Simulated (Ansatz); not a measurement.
Geometry optimisation, Ansatz, RHF/6-31G*.

Input:

```yaml
crystal:
  periodic: [false, false, false]
  atoms:
    - { symbol: B, position_ang: [0.0, 0.0, 0.0] }
    - { symbol: "N", position_ang: [0.0, 0.0, 1.9] }
    - { symbol: H, position_ang: [-0.877, -0.2713, 2.43] }
    - { symbol: H, position_ang: [0.877, 0.2713, 2.43] }
    - { symbol: O, position_ang: [1.2211, 0.0, -0.705] }
    - { symbol: H, position_ang: [1.5209, -0.9519, -0.8599] }
    - { symbol: Cl, position_ang: [-1.6108, 0.0, -0.93] }
    - { symbol: H, position_ang: [-0.4335, 1.3459, 0.4698] }
    - { symbol: H, position_ang: [-0.3569, 1.1079, 1.3606] }
basis:
  gaussian: { orbitals: "6-31G*" }
hamiltonian:
  xc: hf
relax:
  f_tol: 0.15
  max_steps: 25
  restrain:
    - { distance: [0, 7], at: 2.39, k: 30.0 }
    - { distance: [8, 1], at: 2.26, k: 30.0 }
    - { distance: [0, 1], at: 1.55, k: 30.0 }
    - { distance: [8, 7], at: 0.66, k: 30.0 }
```

Launched with:

```bash
$ ansatz run input.yaml --threads 1 --pin off --max-ram 2048MiB --backend cpu --events-out ev --progress --plain --runs-dir out
```

Task: Where does it end, and by what steps?

Result: It converged. The restraints hold the end off the free minimum. After 15 steps the energy has fallen by 5.293 eV (the restraints' own energy left out); H9 moved furthest, 0.86 Å.

```
step  energy less start (eV)  largest force component (eV/Å)  accepted
   0                  0.0000                           4.510       yes
   1                 -0.6320                           2.776       yes
   2                 -1.8659                           3.092       yes
   3                 -3.5706                           2.569       yes
   4                 -4.5945                           1.381       yes
   5                 -4.8691                           1.657       yes
   6                 -4.9184                           2.201        no
   7                 -4.9202                           2.483       yes
   8                 -5.0039                           2.726       yes
   9                 -5.0987                           2.667       yes
  10                 -5.1411                           2.799       yes
  11                 -5.1764                           2.797        no
  12                 -5.2508                           2.618       yes
  13                 -5.2846                           2.634       yes
  14                 -5.2924                           2.452       yes
  15                 -5.2931                           2.515       yes
```

```xyz
9
Properties=species:S:1:pos:R:3
B 0.038 -0.338 0.362
N -0.091 -0.240 1.818
H -0.915 -0.533 2.292
H 0.726 -0.201 2.387
O 1.233 -0.178 -0.232
H 1.216 -0.232 -1.176
Cl -1.426 -0.694 -0.609
H -0.169 2.059 0.296
H -0.272 1.859 0.959
```

Time of the run: 26 s on 1 thread of Intel(R) Xeon(R) CPU @ 2.60GHz (Ice Lake) (shared host), peak memory 0.17 GiB.
